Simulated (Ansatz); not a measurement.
A nudged elastic band was laid between two geometries of FGeH₃O (6 atoms, charge 0, multiplicity 1).

Level of theory: RKS B3LYP-D4/def2-SVP in Ansatz 0.2.0.

```json
{
 "movable images": "9",
 "climbing image": "yes",
 "spring": "5.0 eV/Å²",
 "optimiser": "quadratic models (default)",
 "start path": "through a guess of the saddle point",
 "force threshold": "0.05 eV/Å",
 "iteration limit": "60",
 "end points": "relaxed"
}
```

Image 0:

```xyz
6
Properties=species:S:1:pos:R:3
Ge 0.187 -0.120 0.399
H -0.196 0.202 1.845
O 1.944 -0.333 0.401
H 2.308 -0.574 -0.462
F -0.177 1.274 -0.590
H -0.543 -1.296 -0.273
```

Image 10:

```xyz
6
Properties=species:S:1:pos:R:3
Ge -0.596 0.592 0.252
H 1.426 -1.064 1.103
O 1.426 -0.100 0.999
H 1.766 0.051 0.092
F 0.445 0.665 -1.237
H -0.944 -0.990 0.111
```

Question: What changes between the two ends?

Answer: Bonds broken: Ge1–H2. Bonds formed: H2–O3.

Question: Give the energies along the band, and the barrier.

Answer: The run converged. The highest image is number 4 of 0 to 10, 2.56 eV above the first end and 1.86 eV above the last; the last end lies 0.70 eV above the first. Neighbouring images differ by up to 1.4 eV, so the band resolves the path poorly. A vibrational analysis at the climbing image gives one clearly imaginary mode, 1402i cm⁻¹: a first-order saddle point. The orbitals stay closed-shell, which can raise the energy where a bond breaks towards radicals; this wasn't checked here.

```csv
image,path coordinate (Å),energy (eV),Ge1–H2 (Å),H2–O3 (Å)
0,0.00,0.00,1.53,2.64
1,0.58,0.07,1.53,2.68
2,1.16,0.16,1.54,2.64
3,1.74,1.13,1.52,2.05
4,2.32,2.56,1.63,1.42
5,2.87,1.24,2.11,0.99
6,3.43,0.88,2.71,0.97
7,3.98,0.86,2.83,0.97
8,4.53,0.83,2.85,0.97
9,5.08,0.75,2.84,0.97
10,5.64,0.70,2.75,0.97
```

Question: What is the geometry of the highest image?

Answer: 
```xyz
6
Properties=species:S:1:pos:R:3:forces:R:3
Ge -0.217 -0.037 0.338 0.00 0.02 -0.01
H 0.883 -0.002 1.542 0.00 -0.01 0.00
O 1.773 -0.030 0.434 0.00 0.02 -0.01
H 2.213 -0.884 0.276 -0.01 -0.01 0.01
F -0.538 1.350 -0.685 0.01 -0.02 0.02
H -0.590 -1.243 -0.586 0.00 0.00 0.00
```

The run took 4.2 min on 1 thread of Arm Neoverse V2, with other jobs on the host, peak memory 0.15 GiB.
